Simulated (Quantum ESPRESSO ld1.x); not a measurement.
Radial electron density D(r) = 4 pi r^2 rho(r) of an atom or ion with 31 electrons. Method: Dirac Kohn-Sham, relativistic LDA (MacDonald-Vosko exchange, VWN5 correlation), spin-unpolarised, spherical densities, point nucleus; computed with ld1.x of Quantum ESPRESSO 7.5.

r (bohr)  D(r) (e/bohr)
0.002257          11.16
0.002545          13.39
0.00287           16.01
0.003236          19.04
0.003648          22.52
0.004113          26.48
0.004675          31.23
0.005271          36.16
0.005943          41.50
0.006701          47.17
0.007555          53.01
0.008587          59.23
0.009682          64.80
0.01092           69.82
0.01231           73.99
0.01388           77.02
0.01577           78.74
0.01778           78.83
0.02005           77.53
0.02261           75.19
0.02549           72.39
0.02897           69.79
0.03266           68.67
0.03683           69.65
0.04152           73.14
0.04682           79.01
0.05278           86.36
0.05999           94.06
0.06764           99.13
0.07627           100.4
0.08599           97.15
0.09695           90.08
0.1102            80.81
0.1242            73.72
0.1401            70.79
0.1579            72.80
0.1781            77.99
0.2024            82.78
0.2282            82.34
0.2573            74.95
0.2901            61.53
0.3271            45.56
0.3717            30.27
0.4191            20.24
0.4726            14.37
0.5328            10.98
0.6008            8.324
0.6774            5.672
0.7699            3.113
0.868             1.424
0.9787           0.5120
1.103            0.1411
1.244           0.02899
1.414          0.003748
1.594         0.0003790

What is the nuclear charge?

Answer. Z = 59. The innermost maximum, from 1s, lies near gamma/Z bohr with gamma = sqrt(1 - (Z/c)^2) = 0.903, here 0.0153 bohr (found: 0.0168), and its height grows with Z. The density is that of the praseodymium ion Pr28+ in [Ar] 3d10 4s2 4p1; the configuration itself is not fixed sharply by these data, and Z only to a few units. D(r) has 3 maxima, at r = 0.0168, 0.0745, 0.214 bohr, and minima at 0.0329, 0.141 bohr, inside which lie 2.02, 11.20 electrons.
